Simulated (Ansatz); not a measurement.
Start from `CCSS` and change one atom or group to get `CBSCC`.

Ansatz, PBE0-D4/def2-TZVP geometries, multiplicity 1. Each molecule was computed in one conformer, which needn't be the lowest.

```json
{"property": "HOMO energy (ωB97M-V/def2-TZVPP) / eV", "`CCSS`": "-9.10"}
{"property": "size of the dipole moment (PBE/def2-TZVPP) / D", "`CCSS`": "1.84"}
{"property": "size of the dipole moment (ωB97M-V/def2-TZVPP) / D", "`CCSS`": "1.85"}
{"property": "LUMO energy (ωB97M-V/def2-TZVPP) / eV", "`CCSS`": "1.62"}
{"property": "LUMO energy (PBE0/def2-TZVPP) / eV", "`CCSS`": "-0.45"}
{"property": "HOMO–LUMO gap (ωB97M-V/def2-TZVPP) / eV", "`CCSS`": "10.72"}
```

Problem. What does the change do to each property? (An estimate is asked.)

Solution. Computed: 
| property | `CBSCC` | shift |
| --- | --- | --- |
| HOMO energy (ωB97M-V/def2-TZVPP) / eV | -9.59 | -0.49 |
| size of the dipole moment (PBE/def2-TZVPP) / D | 1.19 | -0.65 |
| size of the dipole moment (ωB97M-V/def2-TZVPP) / D | 1.18 | -0.67 |
| LUMO energy (ωB97M-V/def2-TZVPP) / eV | 1.30 | -0.32 |
| LUMO energy (PBE0/def2-TZVPP) / eV | -0.62 | -0.17 |
| HOMO–LUMO gap (ωB97M-V/def2-TZVPP) / eV | 10.89 | 0.17 |

With PBE0 the HOMO falls by 0.49 eV and the LUMO falls by 0.17 eV, so the gap widens by about 0.32 eV. PBE moves the HOMO by -0.58 eV and ωB97M-V by -0.49 eV. Dipoles are sizes alone; their direction can turn.
